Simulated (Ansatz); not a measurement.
C6H15Ga, SMILES `C[CH](C)[GaH][CH](C)C`, 22 atoms. Total charge 0; spin multiplicity 1. Correlated methods include outer-core shells of Ga, which these sets cover unevenly. Scalar relativity is left out up to krypton. Hardware: A = 5 threads of an AMD EPYC 7R13 on a shared host; B = 5 threads of an AMD EPYC 7R13 on a shared host and a share of an NVIDIA H100 80 GB. Correlated methods freeze the cores. Open-shell runs search over several starts.

Task: How many basis functions does each run have, and how long does it take in Ansatz? RKS PBE0-D4/def2-SVP energy [A]; RHF-CCSD(T)/def2-SVP energy [B]; UKS PBE0-D4/def2-TZVPP energy of the cation [B]; RKS PBE0-D4/def2-QZVPP energy [B]; UKS B3LYP-D4/def2-TZVPP energy of the cation [B]; direct RPA on PBE orbitals/def2-TZVPP energy [B]; RKS PBE0-D4/def2-TZVP relaxation (17 steps) [B]; RKS ωB97M-V/def2-QZVPP energy [B]; RKS B3LYP-D4/def2-TZVPP energy and forces [B]; RKS PBE-QIDH (frozen core)/def2-TZVPP energy [B]; RKS PBE0-D4/def2-TZVPP energy [B]; RHF-MP2/def2-QZVPP energy [B]. (Estimate.)

Result: The calculation gave: Other jobs shared the machine, so times are rough.

```
                                level                        job  functions  wall time  peak host memory (GiB)
                 RKS PBE0-D4/def2-SVP                 energy [A]        191      3.2 s                     1.1
                 RHF-CCSD(T)/def2-SVP                 energy [B]        191      5.5 s                     1.1
RKS PBE-QIDH (frozen core)/def2-TZVPP                 energy [B]        444        7 s                     2.1
               RKS PBE0-D4/def2-TZVPP                 energy [B]        444      9.5 s                    0.93
               RKS PBE0-D4/def2-QZVPP                 energy [B]        881      9.5 s                     1.4
              RKS B3LYP-D4/def2-TZVPP      energy and forces [B]        444       11 s                     1.1
direct RPA on PBE orbitals/def2-TZVPP                 energy [B]        444       11 s                     2.1
               UKS PBE0-D4/def2-TZVPP   energy of the cation [B]        444       14 s                     1.1
              UKS B3LYP-D4/def2-TZVPP   energy of the cation [B]        444       15 s                     1.1
               RKS ωB97M-V/def2-QZVPP                 energy [B]        881       16 s                     1.6
                   RHF-MP2/def2-QZVPP                 energy [B]        881       26 s                     1.6
                RKS PBE0-D4/def2-TZVP  relaxation (17 steps) [B]        324       42 s                       1
```

B3LYP here is the variant with VWN-RPA as its local correlation; programs differ in this.
